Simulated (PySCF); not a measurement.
## Polarisability and C₆ of Fe²⁺ (iron, charge +2)

[Ar] 3d6, high-spin 5D determinant. Calculation: PySCF 2.14, in aug-cc-pwCVTZ-DK; scalar relativity by spin-free X2C-1e. Coupled (time-dependent) response in atomic units; α is the mean over directions.

```csv
method,mean α (bohr³),"α xx, yy, zz",C₆ (like pair),S(−4)
UHF,3.169,"3.362, 3.362, 2.784",9.088,4.946
PBE,4.037,"4.294, 4.294, 3.523",11.82,10.22
```

S(−4) is the Cauchy moment in α(ω) = α(0) + S(−4) ω² + …

α(iu) at UHF:

```tsv
u (hartree)	α(iu) (bohr³)
0	3.169
0.0500	3.157
0.100	3.121
0.200	2.994
0.300	2.821
0.500	2.452
0.750	2.054
1.00	1.743
1.50	1.301
2.00	1.007
3.00	0.6517
5.00	0.3341
```

For an ion, C₆ is the dispersion term alone; charge-induced terms of lower order in 1/R come first.

The components differ because the open shell of this determinant is not spherical; for a pure term their mean is the scalar polarisability.
